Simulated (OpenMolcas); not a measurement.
What dynamic correlation does to the levels of Mo III

| Item | Value |
| --- | --- |
| Program | OpenMolcas 26.06 |
| Basis | ANO-RCC-VQZP [8s7p5d3f2g1h] |
| Scalar Hamiltonian | DKH2, point nucleus |
| Active space | 4 electrons in 10 orbitals (4d 5d) |
| State averaging | 2S+1 = 5 even, 5 roots; 2S+1 = 3 even, 45 roots; 2S+1 = 1 even, 49 roots |
| Spin-orbit coupling | RASSI with atomic mean-field integrals over the reference wave functions, term energies averaged over their components |

Methods on the same reference wave functions:
A. CASSCF
B. SS-CASPT2, IPEA 0.25 Eh, imaginary shift 0.1 Eh (closed shells correlated: 4s 4p)
C. MS-CASPT2, IPEA 0.25 Eh, imaginary shift 0.1 Eh (closed shells correlated: 4s 4p)

Energies in cm⁻¹ above 4d⁴ ⁵D₀, the measured ground level; measured values from Sugar and Musgrove, J. Phys. Chem. Ref. Data 17, 155 (1988).

| Level | A | B | C | Measured |
| --- | --- | --- | --- | --- |
| 4d⁴ ⁵D₀ | 0.0 | 0.0 | 0.0 | 0.0 |
| 4d⁴ ⁵D₁ | 222 | 244 | 243 | 242 |
| 4d⁴ ⁵D₂ | 632 | 674 | 672 | 668 |
| 4d⁴ ⁵D₃ | 1187 | 1235 | 1232 | 1224 |
| 4d⁴ ⁵D₄ | 1855 | 1891 | 1888 | 1872 |
| 4d⁴ ³H₄ | 15290 | 13060 | 13060 | 12680 |
| 4d⁴ ³P₀(1) | 15592 | 11370 | 11370 | 11149 |
| 4d⁴ ³H₅ | 15817 | 13650 | 13650 | 13276 |
| 4d⁴ ³H₆ | 16328 | 14190 | 14190 | 13811 |
| 4d⁴ ³P₁(1) | 16847 | 12610 | 12610 | 12510 |
| 4d⁴ ³F₃(1) | 17736 | 14410 | 14410 | 13948 |
| 4d⁴ ³F₂(1) | 17814 | 14390 | 14380 | 13929 |
| 4d⁴ ³F₄(1) | 18011 | 14750 | 14740 | 14296 |
| 4d⁴ ³P₂(1) | 18772 | 14500 | 14480 | 14358 |
| 4d⁴ ³G₃ | 19596 | 16410 | 16410 | 15871 |
| 4d⁴ ³G₄ | 20022 | 16860 | 16860 | 16283 |
| 4d⁴ ³G₅ | 20362 | 17290 | 17290 | 16714 |
| 4d⁴ ¹I₆ | 23579 | 20660 | 20650 | 20290 |
| 4d⁴ ³D₃ | 24822 | 20140 | 20140 | 19488 |
| 4d⁴ ³D₂ | 24947 | 20220 | 20220 | 19577 |
| 4d⁴ ¹G₄(1) | 25136 | 21640 | 21640 | 20612 |
| 4d⁴ ³D₁ | 25193 | 20530 | 20530 |  |
| 4d⁴ ¹S₀ | 28767 | 23850 | 23840 | 22990 |
| 4d⁴ ¹D₂(1) | 30414 | 24170 | 24170 | 22806 |

Deviations, from unrounded energies. A percentage is the sum of absolute deviations over the sum of measured energies, with the sign that they share, or ± where signs differ.

```json
{"Against measurement": "mean absolute deviation (cm-1)", "Levels": "22", "A": "3400", "B": "440", "C": "430"}
{"Against measurement": "fine structure of the ground term (%)", "Levels": "4", "A": "-2.8", "B": "+0.9", "C": "+0.7"}
{"Against measurement": "other terms of the ground configuration (%)", "Levels": "18", "A": "+25.5", "B": "+3.3", "C": "+3.2"}
```

B, C lie about equally close to measurement and A furthest from it. The largest miss of C in the table is 4d⁴ ¹D₂(1), by +1400 cm-1. The ranking rests on the paired levels alone, and a cruder setting can come out closer through cancelling errors.

Between B and C the level of the table that moves most is 4d⁴ ³P₂(1), by 22 cm-1 (lowest in C, highest in B). Moves below CASPT2's spread within the term are not significant.

The two smallest mean deviations differ by little beside CASPT2's spread within terms, so their order carries little weight.

From A to B the spin-free energies of the other terms of 4d⁴ shown, above ⁵D, scale by factors of 0.74 to 0.87, as is usual when dynamic correlation screens the repulsion within a d or f shell.

The lowest spin-free term lies below A's lowest term by 0.358 hartree in B, 0.358 hartree in C.

CASPT2 breaks the degeneracy within a term, and the mean is taken; among the terms shown or strongly mixed into the levels shown the widest spread is 920 cm-1 (4d⁴ ¹I, C). Active for correlation alone: 5d; no level in the range computed is led by a configuration that fills it, so any true level of that kind is missing. Without dynamic correlation excited terms often stand tens of per cent too high (terms of higher spin than the ground term too low), and those without a measured partner can miss by more than the paired ones (holds for A). Some levels mix across a computed gap that differs much from the measured one, so their mixing is not that of the real levels (holds for A). The CASPT2 spread within a term exceeds the gap to the next term for 4d⁴ ³P(1) and 4d⁴ ³H, 4d⁴ ³D and 4d⁴ ¹I, 4d⁴ ¹I and 4d⁴ ¹G(1), so the order of their levels is uncertain (holds for C). Computed and measured levels are paired by configuration, term and J; levels that our copy of the source lacks, or whose pairing is in doubt (as where it misses far off the trend of its configuration), stay unpaired and out of the deviations. Levels of configurations outside the active space are missing. Levels that lie high or do not pair safely by name in every column are left out.

A number in round brackets counts repeated terms of one configuration in the order of the reference energies.
